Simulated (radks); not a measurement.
The ytterbium ion Yb+ inside a hard spherical wall (all orbitals vanish at R), configuration held at [Xe] 4f14 6s1 and not refilled when levels cross. Method: scalar-relativistic Kohn-Sham, PBE, spin-unpolarised, spherical densities, point nucleus; computed with a radial shooting solver on a logarithmic mesh with Libxc functionals. Eigenvalues in eV, with the zero of energy where the potential of the charges vanishes at infinity; a dash marks a level that is unbound or too diffuse for the functional's potential to be trusted. A positive occupied level is held by the wall or, in an anion where self-interaction has pushed it up, behind a barrier. The pressure on the wall is -dE/dV.

R (bohr),E (hartree),kinetic (hartree),e(5s),e(5p),e(4f),e(6s),"e(5d, empty)","e(6p, empty)",pressure (GPa)
free,-14059.5647,15323.888,-61.733,-34.218,-9.743,-9.275,-6.460,-5.530,0
15,-14059.5647,15323.888,-61.733,-34.218,-9.743,-9.275,-6.460,-5.530,< 0.0001
12,-14059.5647,15323.888,-61.731,-34.216,-9.741,-9.274,-6.458,-5.519,0.000295
10,-14059.5645,15323.891,-61.718,-34.203,-9.728,-9.260,-6.442,-5.450,0.00647
7,-14059.5555,15323.959,-61.418,-33.911,-9.432,-8.856,-6.093,-4.384,0.522
5,-14059.4698,15324.376,-60.199,-32.753,-8.175,-6.048,-4.377,0.763,10.5
2,-14047.6390,15370.554,-19.737,13.622,37.576,150.79,63.564,188.39,16800
